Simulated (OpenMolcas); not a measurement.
# Ionisation energies of gallium

* Program: OpenMolcas
* Basis: ANO-RCC-VQZP [7s6p4d2f1g]
* Scalar Hamiltonian: DKH2, point nucleus
* Spin-orbit coupling: state interaction with AMFI integrals over the reference wave functions, term energies averaged over their components

Active shells in each charge state: the valence s, p shells, with orbitals averaged over the low states. Where CASPT2's correlated closed shells are named, they are those of the first ion.

A. CASSCF
B. SS-CASPT2, IPEA 0.25 Eh, imaginary shift 0.1 Eh (closed shells correlated: 3d)
C. SS-CASPT2, IPEA 0 Eh, imaginary shift 0.1 Eh (closed shells correlated: 3d)
D. SS-CASPT2, IPEA 0.25 Eh, imaginary shift 0.1 Eh (closed shells correlated: 3s 3p 3d)
E. SS-CASPT2, IPEA 0.25 Eh, imaginary shift 0.1 Eh (closed shells correlated: none)

Energies in eV between the lowest computed levels (charge -1 gives the electron affinity), named as in B; reference values from the NIST Atomic Spectra Database with their kind.

| From | To | A | B | C | D | E | Spin-orbit share in B | Reference |
| --- | --- | --- | --- | --- | --- | --- | --- | --- |
| Ga- 4s² 4p² ³P₀ | Ga 4s² 4p ²P°_1/2 | -0.606 | -0.166 | -0.072 | -0.169 | -0.209 | -0.024 |  |
| Ga 4s² 4p ²P°_1/2 | Ga+ 4s² ¹S₀ | 4.988 | 5.812 | 5.931 | 5.811 | 5.602 | +0.066 | 5.999 (measured) |
| Ga+ 4s² ¹S₀ | Ga2+ 4s ²S_1/2 | 19.712 | 20.408 | 20.406 | 20.463 | 19.771 | +0.000 | 20.515 (measured) |
| Ga2+ 4s ²S_1/2 | Ga3+ 3d¹⁰ ¹S₀ | 29.630 | 30.664 | 30.692 | 30.758 | 29.630 | +0.000 | 30.726 (measured) |

Error against the reference values, in %:

```csv
From,Reference,A,B,C,D,E
Ga,measured,-16.9,-3.1,-1.1,-3.1,-6.6
Ga+,measured,-3.9,-0.5,-0.5,-0.3,-3.6
Ga2+,measured,-3.6,-0.2,-0.1,+0.1,-3.6
```

Mean absolute error over the 3 measured values: A 0.97 eV, B 0.12 eV, C 0.07 eV, D 0.09 eV, E 0.75 eV. C lies closest.

No diffuse functions were added, so the electron affinity comes out too small, and without dynamic correlation a bound anion can come out unbound.

° marks odd parity.
